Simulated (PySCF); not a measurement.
## Two-component Hartree-Fock for Cr (chromium, neutral)

Start: [Ar] 3d5 4s1; 3d3/2 filled at m_j = -3/2, -1/2, +1/2, +3/2; 3d5/2 filled at m_j = +5/2; 4s1/2 filled at m_j = +1/2. Calculated with PySCF 2.14 in x2c-QZVPPall-2c (11s9p5d3f2g, 102 functions): generalised Hartree-Fock with the X2C-1e Hamiltonian and a Gaussian nucleus; one run each with spin-orbit coupling (SO) switched off, then screened by Boettger's factors.

| spinor shell | electrons | ε, spin-free (eV) | ε, screened SO (eV) | weight of nominal j (screened SO) | rms radius, screened SO (bohr) |
| --- | --- | --- | --- | --- | --- |
| 1s1/2 | 2 | -6041.8 | -6041.8 | 1.000 | 0.0734 |
| 2s1/2 | 2 | -722.70 | -722.69 | 1.000 | 0.316 |
| 2p1/2 | 2 | -603.97 | -610.13 | 0.982 | 0.286 |
| 2p3/2 | 4 | -603.97 | -600.95 | 0.991 | 0.288 |
| 3s1/2 | 2 | -90.917 | -90.915 | 1.000 | 0.972 |
| 3p1/2 | 2 | -56.110 | -56.481 | 0.664 | 1.06 |
| 3p3/2 | 4 | -56.110 | -55.932 | 0.832 | 1.06 |
| 3d3/2 | 4 | -9.980 | -9.992 | 0.506 | 1.60 |
| 3d5/2 | 1 | -9.980 | -9.932 | 1.000 | 1.60 |
| 4s1/2 | 1 | -6.160 | -6.160 | 1.000 | 3.91 |

```tsv
quantity	spin-free	screened SO
E (hartree)	-1049.66645	-1049.67855
M_J	3	3
⟨J²⟩	12.000	12.000
⟨L²⟩	0.000	0.001
⟨S²⟩	12.000	11.999
```

Each row is a mean over spinors that exchange with the open shell spreads, by up to 11.780 eV (3p3/2).

Rows whose weight is well below 1 are mixtures of j = l ± 1/2: exchange outweighs spin-orbit coupling there, and the label is only the starting occupation.

Without spin-orbit coupling the j labels of p, d and f shells carry no meaning; the spin-free column gives the mean over the occupied spinors of each nl shell.
